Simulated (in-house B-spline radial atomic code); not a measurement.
Te IV (Te3+) is squeezed into an impenetrable sphere of radius R (the orbitals vanish at R). Caution: exact exchange at fractional occupations of open shells leaves self-interaction of up to several eV. Computed with a radial B-spline atomic code at the basis-set limit: non-relativistic PBE0, spin-polarised, spherical fractional occupations, point nucleus.

Energies in eV above the free ion in [Kr] 4d10 5s2 5p1:

| R (bohr) | highest level (eV) | [Kr] 4d10 5s2 5p1 | [Kr] 4d9 5s2 5p1 5f1 | [Kr] 4d10 5s1 5p2 | -dE/dV in [Kr] 4d10 5s2 5p1 (GPa) |
| --- | --- | --- | --- | --- | --- |
| 8.37 | -31.6 | 7.168e-05 | 75.31 | 7.233 | 0.000234 |
| 5.68 | -31.5 | 0.05864 | 80.28 | 7.305 | 0.369 |
| 5.36 | -31.4 | 0.1239 | 81.78 | 7.386 | 0.861 |
| 3.92 | -29.2 | 3.056 | 97.39 | 10.84 | 36.6 |
| 3.43 | -25.9 | 8.632 | 112.2 | 17.15 | 133 |
| 3.06 | -20.6 | 18.87 | 133.3 | 28.43 | 369 |
| 2.7 | -10.7 | 41.09 | 171.5 | 52.38 | 1070 |
| 2.23 | 19.2 | 121.8 | 288 | 137.2 | 5150 |
| 1.83 | 85.5 | 345.7 | 569.6 | 366.8 | 24800 |
| 1.51 | 215 | 896.9 | 1206 | 923.1 | 108000 |

(1) Does [Kr] 4d9 5s2 5p1 5f1 fall below [Kr] 4d10 5s2 5p1 under compression?

(2) Does [Kr] 4d10 5s1 5p2 fall below [Kr] 4d10 5s2 5p1 under compression?

The highest level is first positive in the row R = 2.23 bohr, pushed up by confinement above the zero of the free ion's potential. Each configuration is held fixed and needn't be the lowest in the sphere.

## Answers

(1) No, it stays above over the whole range.

(2) No, it stays above over the whole range.
